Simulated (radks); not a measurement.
All-electron atom: the cobalt ion Co+ in [Ar] 3d8. All-electron calculation, scalar-relativistic Kohn-Sham, r2SCAN, spin-polarised, spherical densities, finite nucleus; open shells are filled with parallel spins first; meta-GGA in the generalised Kohn-Sham scheme; Fermi nuclear charge, rms radius 3.7875 fm. Program: a radial shooting solver on a logarithmic mesh with Libxc functionals.

Local quantities along the radius. ELF = 1/(1 + alpha^2) is the electron localisation function; alpha = (tau - tau_W)/tau_unif compares the Pauli kinetic energy density with that of the uniform gas (summed over spins); -r V(r) is the screened charge that the Kohn-Sham potential of spin up presents (atomic units). tau is taken from the large components.

r (bohr)    ELF    alpha  -r V(r)
0.002114  1.000  0.01649    26.83
0.002709  1.000  0.01677    26.77
0.003472  1.000  0.01737    26.70
0.004449  1.000  0.01838    26.60
0.005701  1.000  0.01994    26.48
0.007306  1.000  0.02228    26.32
0.009362  0.999  0.02584    26.12
0.012     0.999  0.03136    25.86
0.01537   0.998  0.04032    25.54
0.0197    0.997  0.05570    25.13
0.02525   0.993  0.08418    24.63
0.03235   0.980   0.1417    24.02
0.04146   0.933   0.2684    23.30
0.05355   0.754   0.5719    22.36
0.06862   0.433    1.145    21.15
0.08794   0.279    1.608    19.97
0.1127    0.393    1.243    18.61
0.1444    0.665   0.7102    17.19
0.1851    0.810   0.4842    15.51
0.2371    0.785   0.5235    13.77
0.3039    0.464    1.075    11.75
0.3894    0.177    2.153    9.963
0.499     0.386    1.260    8.224
0.6395    0.719   0.6257    6.534
0.8195    0.772   0.5442    4.894
1.059     0.660   0.7179    3.616
1.356     0.410    1.200    2.675
1.738     0.181    2.130    2.061
2.228     0.076    3.491    1.712
2.854     0.029    5.738    1.511
3.658     0.008    11.13    1.352
4.687     0.001    27.89    1.212

On this mesh the ELF has minima near r = 0.088, 0.39 bohr, which separate the shells, and maxima near 0.21 (0.82), 0.82 (0.77).
